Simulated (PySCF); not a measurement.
Electrostatic solvation of a mixed set.

Level: PBE0/pcSseg-1 in PySCF, non-relativistic, each on one gas-phase PBE0-D3(BJ)/def2-SVP geometry that isn't relaxed in the solvent. The solvent is an IEF-PCM continuum (Bondi radii, 1.10 Å for H, scaled by 1.2). Only the electrostatic response of the medium enters.

Problem. Order them by E(solvent) − E(gas) in benzene (ε = 2.271), most negative first (kcal/mol).
A. `[CH:1]#[C:2][C@H:3]([CH2:4][CH:5]=[CH2:6])[CH2:7][B:8]([OH:9])[OH:10]` with C2–C3–C4–C5 174°, C3–C4–C5–C6 115°, C2–C3–C7–B8 -166°, C3–C7–B8–O9 -145°, C7–B8–O9–H -177°
B. `[CH2:1]=[C:2]([CH3:3])/[CH:4]=[CH:5]\[C@H:6]1[CH2:7][O:8][BH:9][O:10]1` with C1–C2–C4–C5 179°, C4–C5–C6–C7 98°, C5–C6–C7–O8 131°, C6–C7–O8–B9 -10°, C7–O8–B9–O10 4°, O8–B9–O10–C6 4°
C. `[CH:1]#[C:2][C@H:3]([CH3:4])[B:5]1[O:6][CH2:7][CH2:8][CH2:9][O:10]1` with C2–C3–B5–O6 90°, C3–B5–O6–C7 -178°, B5–O6–C7–C8 -28°, O6–C7–C8–C9 52°, C7–C8–C9–O10 -52°
D. `[CH2:1]=[CH:2]/[CH:3]=[CH:4]\[B:5]1[O:6][CH2:7][CH2:8][CH2:9][O:10]1` with C1–C2–C3–C4 180°, C3–C4–B5–O6 1°, C4–B5–O6–C7 180°, B5–O6–C7–C8 -28°, O6–C7–C8–C9 53°, C7–C8–C9–O10 -52°

Solution. A (-5.0), C (-3.1), B (-2.6), D (-2.4).

| SMILES | charge | ΔE (kcal/mol) | polarisation term (kcal/mol) | HOMO shift (eV) | dipole gas (D) | dipole solvent (D) | atoms |
| --- | --- | --- | --- | --- | --- | --- | --- |
| C#C[C@H](CC=C)CB(O)O | 0 | -5.0 | -5.2 | -0.04 | 3.17 | 3.52 | 21 |
| C#C[C@H](C)B1OCCCO1 | 0 | -3.1 | -3.3 | -0.17 | 3.48 | 3.86 | 21 |
| C=C(C)/C=C\[C@H]1COBO1 | 0 | -2.6 | -2.7 | +0.09 | 2.62 | 2.90 | 21 |
| C=C/C=C\B1OCCCO1 | 0 | -2.4 | -2.5 | -0.10 | 2.72 | 2.99 | 21 |

The polarisation term is half the interaction of the solute with the induced surface charges.
